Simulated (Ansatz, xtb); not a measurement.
# AlF2OSi+: where a starting geometry ends

The starting geometry of this gas-phase singlet has its atoms placed at random.

```xyz
5

Al    1.4020   -0.8610   -0.0727
F     0.4264   -1.0099   -1.3105
F    -0.9686    1.1050    1.3448
O    -1.3952    0.7774   -0.2188
Si   -0.8831   -0.6446   -0.2615
```

Guess where an optimisation with r2SCAN-D4/def2-SVP ends from this start.

It ends as a structure with F2 bridging Al1 and Si5, F3 bridging Si5 and O4, given below by its coordinates. Distances that change by over a tenth: Al1–F2 (1.58 → 1.93 Å), F3–Si5 (2.38 → 1.99 Å), O4–Si5 (1.51 → 1.76 Å). Contacts that open: Al1–Si5 (2.30 → 3.75 Å).

The energy falls by 3.66 eV over 12 steps:

```json
{"step": "1", "E − E(last) (eV)": "3.664"}
{"step": "2", "E − E(last) (eV)": "2.272"}
{"step": "3", "E − E(last) (eV)": "1.360"}
{"step": "5", "E − E(last) (eV)": "0.735"}
{"step": "6", "E − E(last) (eV)": "0.377"}
{"step": "7", "E − E(last) (eV)": "0.155"}
{"step": "8", "E − E(last) (eV)": "0.069"}
{"step": "10", "E − E(last) (eV)": "0.001"}
{"step": "11", "E − E(last) (eV)": "0.000"}
{"step": "12", "E − E(last) (eV)": "0.000"}
```

Final geometry (Å):

```xyz
5

Al    2.2310   -0.9260   -0.4241
F     0.2991   -0.8971   -0.4301
F    -1.0897    0.7117    1.0536
O    -1.3495    1.1162   -0.3672
Si   -1.5093   -0.6378   -0.3508
```

From the same start GFN2-xTB ends elsewhere, differing in Al1–F3 (1.62 against 3.99 Å here), Al1–O4 (1.76 against 4.12 Å here), F2–Si5 (4.16 against 1.83 Å here), F3–O4 (2.79 against 1.50 Å here), F3–Si5 (4.17 against 1.99 Å here).

From so rough a start the end depends on the optimiser's path, so another program may land elsewhere. No frequencies were run, so the end isn't proven a minimum. Run with Ansatz 0.2.0, 71 s on 1 thread of AMD EPYC (Zen 3), on a shared host.
